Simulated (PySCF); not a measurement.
**Two-component Hartree-Fock for Ru³¹⁺ (ruthenium, charge +31)**

Start: [Ne] 3s2 3p1; 3p3/2 filled at m_j = +3/2. Calculated with PySCF 2.14 in an uncontracted even-tempered set (19 s from 5.2 bohr⁻², ratio 2.4; 13 p from 6.8 bohr⁻², ratio 2.4; 4 d from 24 bohr⁻², ratio 2.6; 4 f from 36 bohr⁻², ratio 2.6): generalised Hartree-Fock with the X2C-1e Hamiltonian and a Gaussian nucleus; one run each with spin-orbit coupling (SO) screened by Boettger's factors, then bare. This is a chosen level, not necessarily the ground level.

| spinor shell | electrons | ε, screened SO (eV) | ε, bare SO (eV) | weight of nominal j (bare SO) | rms radius, bare SO (bohr) |
| --- | --- | --- | --- | --- | --- |
| 1s1/2 | 2 | -23915.3 | -23915.2 | 1.000 | 0.0384 |
| 2s1/2 | 2 | -4869.5 | -4869.5 | 1.000 | 0.155 |
| 2p1/2 | 2 | -4624.7 | -4629.4 | 1.000 | 0.134 |
| 2p3/2 | 4 | -4490.0 | -4488.0 | 1.000 | 0.138 |
| 3s1/2 | 2 | -1880.5 | -1880.5 | 1.000 | 0.376 |
| 3p3/2 | 1 | -1778.9 | -1778.5 | 1.000 | 0.368 |

| quantity | screened SO | bare SO |
| --- | --- | --- |
| E (hartree) | -3792.22547 | -3792.26220 |
| M_J | 3/2 | 3/2 |
| ⟨J²⟩ | 3.751 | 3.751 |
| ⟨L²⟩ | 2.004 | 2.004 |
| ⟨S²⟩ | 0.753 | 0.754 |

Each row is a mean over spinors that exchange with the open shell spreads, by up to 15.285 eV (3s1/2).

Breit and QED terms are absent; they matter most for the inner s and p1/2 levels.

Densities and radii are taken from the X2C orbitals without a picture-change correction, which distorts them close to the nucleus.
